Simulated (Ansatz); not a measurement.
Ansatz (a quantum-chemistry and plane-wave program) input:

Ansatz 0.2 input:
```yaml
crystal:
  periodic: [false, false, false]
  atoms:
    - {symbol: Se, position_ang: [0.00065560, 0.02646256, -0.06067825]}
    - {symbol: H, position_ang: [-1.07638699, -0.86807534, 0.42835260]}
    - {symbol: H, position_ang: [1.06782330, -0.86656701, 0.45217774]}
    - {symbol: H, position_ang: [-0.01372686, 0.83491536, 1.18253017]}
basis:
  gaussian:
    orbitals: STO-3G
total_charge: 1
magnetization: {spin_polarized: false}
correlation: {method: ccsd_t, electrons: outside_noble_gas}
```

### Question
Which total energy does the run end on?

### Answer
-2375.08465 Eh (CCSD(T)/STO-3G). The basis has 21 functions.
